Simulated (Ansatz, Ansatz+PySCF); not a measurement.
```yaml
atoms:
  - { symbol: O, position_ang: [-1.4252, -0.0318, 0.3355] }
  - { symbol: H, position_ang: [-1.9042, -0.6642, -0.2084] }
  - { symbol: H, position_ang: [-0.5114, -0.1106, 0.0156] }
  - { symbol: O, position_ang: [1.3438, 0.0205, -0.3263] }
  - { symbol: H, position_ang: [1.6664, -0.1097, 0.5732] }
  - { symbol: H, position_ang: [1.4005, 0.9748, -0.4535] }
```

Basis set: def2-SVP (spherical functions). Frozen core: 2 orbitals. Charge 0, multiplicity 3.

Computed with Ansatz (development build ahead of 0.2.0); each method stands on the lowest determinant of its kind that the runs found.

(1) Give the atomization energy at this shape (free ground-state atoms in the same class of orbitals less the molecule, no zero-point energy) of triplet H₄O₂ by UHF-MP2, UHF.

Answers

(1)

| method | atomization energy |
| --- | --- |
| UHF-MP2 | 1052.4 kJ/mol |
| UHF | 622.9 kJ/mol |
